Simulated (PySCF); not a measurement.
Two-component Hartree-Fock for In³⁺ (indium, charge +3)

Start: [Kr] 4d9 5s1; 4d3/2 filled at m_j = -3/2, -1/2, +1/2, +3/2; 4d5/2 filled at m_j = -3/2, -1/2, +1/2, +3/2, +5/2; 5s1/2 filled at m_j = +1/2. Calculated with PySCF 2.14 in x2c-SVPall-2c with one added diffuse shell each of s, p type (7s9p4d, 54 functions): generalised Hartree-Fock with the X2C-1e Hamiltonian and a Gaussian nucleus; one run each with spin-orbit coupling (SO) switched off, then screened by Boettger's factors. This is a chosen level, not necessarily the ground level.

```csv
spinor shell,electrons,"ε, spin-free (eV)","ε, screened SO (eV)",weight of nominal j (screened SO),"rms radius, screened SO (bohr)"
1s1/2,2,-28119.4,-28117.0,1.000,0.0341
2s1/2,2,-4335.9,-4335.2,1.000,0.139
2p1/2,2,-3890.1,-4036.6,1.000,0.120
2p3/2,4,-3890.1,-3823.0,1.000,0.125
3s1/2,2,-894.95,-894.76,1.000,0.371
3p1/2,2,-745.11,-772.42,1.000,0.364
3d3/2,4,-512.88,-517.70,0.999,0.350
3d5/2,6,-512.88,-509.48,0.999,0.353
4s1/2,2,-182.56,-182.52,1.000,0.903
4p1/2,2,-134.87,-140.51,0.987,0.962
4p3/2,4,-134.87,-132.21,0.994,0.984
4d3/2,4,-64.011,-64.833,0.889,1.23
4d5/2,5,-64.011,-63.386,0.911,1.24
5s1/2,1,-38.761,-38.760,1.000,2.46
```

(1) Where does 3p3/2 lie, and what is the 3p spin-orbit splitting (screened SO)?

```tsv
quantity	spin-free	screened SO
E (hartree)	-5874.58450	-5875.84871
M_J	3	3
⟨J²⟩	12.001	12.001
⟨L²⟩	6.001	6.015
⟨S²⟩	2.000	2.014
```

Each row is a mean over spinors that exchange with the open shell spreads, by up to 6.327 eV (4p3/2).

Rows whose weight is well below 1 are mixtures of j = l ± 1/2: exchange outweighs spin-orbit coupling there, and the label is only the starting occupation.

Breit and QED terms are absent; they matter most for the inner s and p1/2 levels.

Densities and radii are taken from the X2C orbitals without a picture-change correction, which distorts them close to the nucleus.

Without spin-orbit coupling the j labels of p, d and f shells carry no meaning; the spin-free column gives the mean over the occupied spinors of each nl shell.

## Answers

(1) At -732.47 eV, 39.954 eV above 3p1/2.
